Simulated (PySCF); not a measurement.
## J couplings in Ge(OMe)2H2

Geometry:
```csv
atom,x (Å),y (Å),z (Å)
Ge1,-0.292,0.050,-0.210
O2,-0.191,0.044,1.554
C3,-1.355,0.013,2.329
H4,-1.990,0.909,2.184
H5,-1.063,-0.016,3.391
H6,-1.979,-0.880,2.131
O7,1.410,-0.017,-0.679
C8,1.774,-0.067,-2.028
H9,1.369,-0.956,-2.549
H10,2.872,-0.118,-2.090
H11,1.451,0.830,-2.593
H12,-0.936,1.363,-0.708
H13,-1.040,-1.206,-0.711
```

Method: PBE/pcJ-1 (pcSseg-1 on Ge) (without the spin–dipole term)//PBE0-D3(BJ)/def2-SVP, PySCF 2.14.0 with density-fitted response routines; isolated molecule, single conformer, non-relativistic. Couplings are averaged over pairs made equivalent by symmetry, fast rotation or ring inversion, so a value needn't be that of the named pair in this geometry, while other rotamers aren't included; one pair stands for each set, and the list holds those of at least 1.5 Hz over up to four bonds, among pairs with at least one C or H atom (others weren't computed).

Isotopes: ¹³C, ¹H, ¹⁷O. Couplings to quadrupolar nuclei such as 17O and 33S are rarely resolved in practice.

| pair | bonds | J (Hz) |
| --- | --- | --- |
| O2, C3 | 1 | 26.1 |
| C3, H4 | 1 | 132.5 |
| O2, H4 | 2 | -6.9 |
| O2, H12 | 2 | ? |
| H4, H5 | 2 | -9.8 |
| H12, H13 | 2 | ? |

Task: Estimate the withheld couplings, with signs.

Result: 
- ²J(O2,H12) = -3.3 Hz
- ²J(H12,H13) = 49.3 Hz (angle at Ge1 113°)

Relativistic effects of the heavier atoms present are left out.
